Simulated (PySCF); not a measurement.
# Computed records: AlB2H5N, Al2BH4O, AlBClH2O, AlBH4NO and others

Computed with PySCF 2.14.0. Calculation on a computer-drawn molecule: the log of a Hartree-Fock and frozen-core CCSD(T) single point meant for a local Hartree-Fock minimum, with one planted fault or none, to be diagnosed. Offsets are logged minus clean, where the clean run is the same molecule without the fault. The reference is restricted for singlets and unrestricted otherwise, and also for a bond in bohr or an excited solution. Adding or removing an electron swaps singlet and doublet. The excited solution moves the top pair (singlet) or top alpha electron (doublet) to the lowest empty orbital. Highest occupied and lowest empty are orbital energies over both spins, largest force is the largest gradient component, triples share is (T) over the correlation energy, the T1 limit is 0.02 restricted and 0.045 unrestricted, electrons count all cores, a negative frequency is imaginary (commonest isotopes), and the dipole is about the centre of nuclear charge.

Common to all runs: meant charge 1; meant multiplicity 1; meant basis cc-pV(D+d)Z; logged SCF converged yes; logged CC converged yes; logged SCF stable within its kind yes; possible faults no fault, one electron removed, one electron added, multiplicity raised by two, geometry at a saddle point, SCF held on an excited solution, minimal basis STO-3G, one bond length entered in bohr, all coordinates scaled.

```yaml
- entry: 1
  formula: AlB2H5N
  logged_structure:
    atoms_angstrom:
      - [B, -2.262, 0.694, 0.613]
      - ["N", -1.2354, 2.8485, -0.0132]
      - [B, -0.649, 2.828, -1.3935]
      - [Al, -1.1627, 4.431, 1.1112]
      - [H, -2.7497, -0.3278, 0.9118]
      - [H, -0.1302, 3.8184, -1.7896]
      - [H, -0.73, 1.8218, -2.0283]
      - [H, -1.8521, 4.138, 2.4746]
      - [H, -0.4471, 5.6151, 0.4147]
  given:
    logged_electrons: 34
    logged_basis_functions: 90
    logged_spin_squared: 0.7113
    "logged_highest_occupied [eV]": -15.445
    "logged_lowest_empty [eV]": -5.8903
    "logged_largest_force [hartree/bohr]": 0.047601
    logged_T1_diagnostic: 0.067139
    logged_D1_diagnostic: 0.31088
    logged_triples_share: 0.040972
    "logged_dipole_magnitude [debye]": 8.7502
    "logged_energy_HF [hartree]": -348.21659
    "logged_energy_CCSD(T) [hartree]": -348.64152
    drawn_bonds_atom: [1, 2, 2, 1, 3, 3, 4, 4]
    drawn_bonds_other_atom: [2, 3, 4, 5, 6, 7, 8, 9]
    drawn_bonds_order: [1, 1, 1, 1, 1, 1, 1, 1]
  results:
    planted_fault: "one bond length entered in bohr, row 1 of the drawn bonds"
    "HF_energy_offset_from_clean_run [kcal/mol]": 150.0
    "CCSD(T)_energy_offset_from_clean_run [kcal/mol]": 147.9
  notes: ["T1 above single-reference limit"]
- entry: 2
  formula: AlB2H5N
  logged_structure:
    atoms_angstrom:
      - [B, -2.262, 0.694, 0.613]
      - ["N", -1.7188, 1.8341, 0.2816]
      - [B, -1.1323, 1.8136, -1.0987]
      - [Al, -1.6461, 3.4167, 1.406]
      - [H, -2.7497, -0.3278, 0.9118]
      - [H, -0.6135, 2.804, -1.4948]
      - [H, -1.2133, 0.8074, -1.7335]
      - [H, -2.3355, 3.1236, 2.7694]
      - [H, -0.9305, 4.6007, 0.7095]
  given:
    logged_electrons: 33
    logged_basis_functions: 90
    logged_spin_squared: 0.8496
    "logged_highest_occupied [eV]": -22.337
    "logged_lowest_empty [eV]": -14.583
    "logged_largest_force [hartree/bohr]": 0.054181
    logged_T1_diagnostic: 0.026343
    logged_D1_diagnostic: 0.1019
    logged_triples_share: 0.030415
    "logged_dipole_magnitude [debye]": 5.0821
    "logged_energy_HF [hartree]": -347.88052
    "logged_energy_CCSD(T) [hartree]": -348.27712
    drawn_bonds_atom: [1, 2, 2, 1, 3, 3, 4, 4]
    drawn_bonds_other_atom: [2, 3, 4, 5, 6, 7, 8, 9]
    drawn_bonds_order: [1, 1, 1, 1, 1, 1, 1, 1]
  results:
    planted_fault: "one electron removed"
    "HF_energy_offset_from_clean_run [kcal/mol]": 360.9
    "CCSD(T)_energy_offset_from_clean_run [kcal/mol]": 376.5
- entry: 3
  formula: Al2BH4O
  logged_structure:
    atoms_angstrom:
      - [B, 1.0677, -2.0005, -2.1822]
      - [O, 0.3069, -1.2565, -1.6068]
      - [Al, -0.9685, -0.175, -0.6492]
      - [Al, -0.4802, 2.4183, -0.8516]
      - [H, 1.8043, -2.7177, -2.7391]
      - [H, -1.9095, -1.2674, -0.0447]
      - [H, 0.7886, 2.8034, -1.6921]
      - [H, -1.4691, 3.3963, -0.134]
  given:
    logged_electrons: 41
    logged_basis_functions: 94
    logged_spin_squared: 0.7828
    "logged_highest_occupied [eV]": -20.537
    "logged_lowest_empty [eV]": -12.112
    "logged_largest_force [hartree/bohr]": 0.06365
    logged_T1_diagnostic: 0.020669
    logged_D1_diagnostic: 0.06293
    logged_triples_share: 0.024737
    "logged_dipole_magnitude [debye]": 1.982
    "logged_energy_HF [hartree]": -585.07389
    "logged_energy_CCSD(T) [hartree]": -585.46498
    drawn_bonds_atom: [1, 2, 3, 1, 3, 4, 4]
    drawn_bonds_other_atom: [2, 3, 4, 5, 6, 7, 8]
    drawn_bonds_order: [1, 1, 1, 1, 1, 1, 1]
  results:
    planted_fault: "one electron removed"
    "HF_energy_offset_from_clean_run [kcal/mol]": 298.2
    "CCSD(T)_energy_offset_from_clean_run [kcal/mol]": 314.6
- entry: 4
  formula: AlBClH2O
  logged_structure:
    atoms_angstrom:
      - [B, -0.7828, 1.0801, 1.5186]
      - [O, -0.7952, -0.0944, 1.2057]
      - [Al, -0.6969, -1.8871, 0.7649]
      - [Cl, 1.196, -2.5782, 1.1313]
      - [H, -0.7751, 2.2105, 1.8186]
      - [H, -2.0397, -2.4198, 0.2375]
  given:
    logged_electrons: 43
    logged_basis_functions: 84
    logged_spin_squared: 0.7579
    "logged_highest_occupied [eV]": -23.507
    "logged_lowest_empty [eV]": -14.189
    "logged_largest_force [hartree/bohr]": 0.083388
    logged_T1_diagnostic: 0.021915
    logged_D1_diagnostic: 0.10462
    logged_triples_share: 0.023077
    "logged_dipole_magnitude [debye]": 3.2666
    "logged_energy_HF [hartree]": -801.47472
    "logged_energy_CCSD(T) [hartree]": -801.92191
    drawn_bonds_atom: [1, 2, 3, 1, 3]
    drawn_bonds_other_atom: [2, 3, 4, 5, 6]
    drawn_bonds_order: [1, 1, 1, 1, 1]
  results:
    planted_fault: "one electron removed"
    "HF_energy_offset_from_clean_run [kcal/mol]": 359.8
    "CCSD(T)_energy_offset_from_clean_run [kcal/mol]": 380.1
- entry: 5
  formula: AlBH4NO
  logged_structure:
    atoms_angstrom:
      - [B, -2.4462, -3.2714, -0.2912]
      - [O, -1.8867, -2.1969, -0.2477]
      - [Al, -0.958, -0.5777, -0.2758]
      - ["N", -2.0629, 1.3637, 2.1012]
      - [H, -2.9872, -4.3073, -0.3312]
      - [H, 0.0917, -0.5622, -1.4073]
      - [H, -1.7063, 2.2876, 2.275]
      - [H, -2.7886, 1.1609, 2.7645]
  given:
    logged_electrons: 36
    logged_basis_functions: 85
    logged_spin_squared: 1.014
    "logged_highest_occupied [eV]": -12.44
    "logged_lowest_empty [eV]": -3.5394
    "logged_largest_force [hartree/bohr]": 0.015682
    logged_T1_diagnostic: 0.016986
    logged_D1_diagnostic: 0.047958
    logged_triples_share: 0.023531
    "logged_dipole_magnitude [debye]": 4.9486
    "logged_energy_HF [hartree]": -398.01562
    "logged_energy_CCSD(T) [hartree]": -398.49747
    drawn_bonds_atom: [1, 2, 3, 1, 3, 4, 4]
    drawn_bonds_other_atom: [2, 3, 4, 5, 6, 7, 8]
    drawn_bonds_order: [1, 1, 1, 1, 1, 1, 1]
  results:
    planted_fault: "one bond length entered in bohr, row 3 of the drawn bonds"
    "HF_energy_offset_from_clean_run [kcal/mol]": 77.81
    "CCSD(T)_energy_offset_from_clean_run [kcal/mol]": 101.5
- entry: 6
  formula: Al2BH4
  logged_structure:
    atoms_angstrom:
      - [B, -0.2972, -3.1135, -2.1697]
      - [Al, -0.8332, -1.3177, -1.0662]
      - [Al, -1.4994, 0.9135, 0.3047]
      - [H, 0.6854, -3.1178, -2.8469]
      - [H, -0.9892, -4.0826, -2.0908]
      - [H, -2.4106, 1.8944, -0.4967]
      - [H, -0.898, 0.9695, 1.7435]
  given:
    logged_electrons: 34
    logged_basis_functions: 80
    logged_spin_squared: 0.0
    "logged_highest_occupied [eV]": -14.142
    "logged_lowest_empty [eV]": -4.9559
    "logged_largest_force [hartree/bohr]": 2.6747e-05
    "logged_lowest_frequency [cm^-1]": 33.414
    logged_T1_diagnostic: 0.012628
    logged_D1_diagnostic: 0.029982
    logged_triples_share: 0.021645
    "logged_dipole_magnitude [debye]": 1.4153
    "logged_energy_HF [hartree]": -510.55359
    "logged_energy_CCSD(T) [hartree]": -510.78622
    drawn_bonds_atom: [1, 2, 1, 1, 3, 3]
    drawn_bonds_other_atom: [2, 3, 4, 5, 6, 7]
    drawn_bonds_order: [1, 1, 1, 1, 1, 1]
  results:
    planted_fault: "no fault"
    "HF_energy_offset_from_clean_run [kcal/mol]": 0.0
    "CCSD(T)_energy_offset_from_clean_run [kcal/mol]": 0.0
- entry: 7
  formula: Al2BH4
  logged_structure:
    atoms_angstrom:
      - [B, -0.2972, -3.1135, -2.1697]
      - [Al, -0.8332, -1.3177, -1.0662]
      - [Al, -1.4994, 0.9135, 0.3047]
      - [H, 0.6854, -3.1178, -2.8469]
      - [H, -0.9892, -4.0826, -2.0908]
      - [H, -2.4106, 1.8944, -0.4967]
      - [H, -0.898, 0.9695, 1.7435]
  given:
    logged_electrons: 35
    logged_basis_functions: 80
    logged_spin_squared: 0.7664
    "logged_highest_occupied [eV]": -6.0829
    "logged_lowest_empty [eV]": -0.26736
    "logged_largest_force [hartree/bohr]": 0.025271
    logged_T1_diagnostic: 0.026286
    logged_D1_diagnostic: 0.10496
    logged_triples_share: 0.029577
    "logged_dipole_magnitude [debye]": 2.8915
    "logged_energy_HF [hartree]": -510.75561
    "logged_energy_CCSD(T) [hartree]": -511.01072
    drawn_bonds_atom: [1, 2, 1, 1, 3, 3]
    drawn_bonds_other_atom: [2, 3, 4, 5, 6, 7]
    drawn_bonds_order: [1, 1, 1, 1, 1, 1]
  results: {}
- entry: 8
  formula: CH4AlB2
  logged_structure:
    atoms_angstrom:
      - [B, -0.2734, 2.138, -1.2844]
      - [Al, 0.2042, 0.13, -0.6348]
      - [B, 0.657, -1.7756, -0.0186]
      - [C, 0.9633, -3.0648, 0.3984]
      - [H, -1.3151, 2.3251, -1.8287]
      - [H, 0.5178, 3.0033, -1.0807]
      - [H, 1.899, -3.3075, 0.8952]
      - [H, 0.2834, -3.8997, 0.2501]
  given:
    logged_electrons: 33
    logged_basis_functions: 85
    logged_spin_squared: 0.8683
    "logged_highest_occupied [eV]": -6.3818
    "logged_lowest_empty [eV]": -0.081722
    "logged_largest_force [hartree/bohr]": 0.037321
    logged_T1_diagnostic: 0.03629
    logged_D1_diagnostic: 0.12319
    logged_triples_share: 0.03716
    "logged_dipole_magnitude [debye]": 1.6341
    "logged_energy_HF [hartree]": -331.34405
    "logged_energy_CCSD(T) [hartree]": -331.74628
    drawn_bonds_atom: [1, 2, 3, 1, 1, 4, 4]
    drawn_bonds_other_atom: [2, 3, 4, 5, 6, 7, 8]
    drawn_bonds_order: [1, 1, 2, 1, 1, 1, 1]
  results: {}
```

Questions
1. Give the missing planted fault for Al2BH4 (entry 7).
2. CH4AlB2 (entry 8): planted fault?

Calculated values
1. one electron added
2. one electron added

Further results for Al2BH4 (entry 7):

| Item | Value |
| --- | --- |
| HF energy offset from clean run | -126.8 kcal/mol |
| CCSD(T) energy offset from clean run | -140.9 kcal/mol |

Further results for CH4AlB2 (entry 8):

| Property | Result |
| --- | --- |
| HF energy offset from clean run | -134 kcal/mol |
| CCSD(T) energy offset from clean run | -146.5 kcal/mol |
